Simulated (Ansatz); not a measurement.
Species: GeF, charge 0, multiplicity 2. 
Structure (B3LYP-D3(BJ)/def2-TZVP (Ansatz, a program for electronic structure) minimum search):
SMILES: [F][Ge]
```xyz
2

Ge     0.0000     0.0000    -0.3885
F      0.0000     0.0000     1.3814
```
Charge 0, spin multiplicity 2.

Basis-set convergence of Hartree-Fock and CCSD correlation energies (hartree) with Ansatz. Valence correlation only, unless marked. UHF or UKS for open shells. Spin-orbit coupling is left out. The frozen core is the preceding noble-gas configuration, with the filled d and f shells of earlier blocks. No relativistic terms.

```tsv
basis	functions	E(HF)	E(corr, CCSD)
aug-cc-pVDZ	59	-2174.79614	-0.28128
aug-cc-pVTZ	105	-2174.89270	-0.34364
aug-cc-pVQZ	173	-2174.90350	-0.36542
```

Extrapolating the two largest sets (X = 3 and 4) as X^-3: E(corr) = (64·(-0.36542) - 27·(-0.34364))/37 = -0.3813 Eh, an estimate of the basis-set limit. The largest set recovers 95.8 % of it, the smallest 73.8 %.
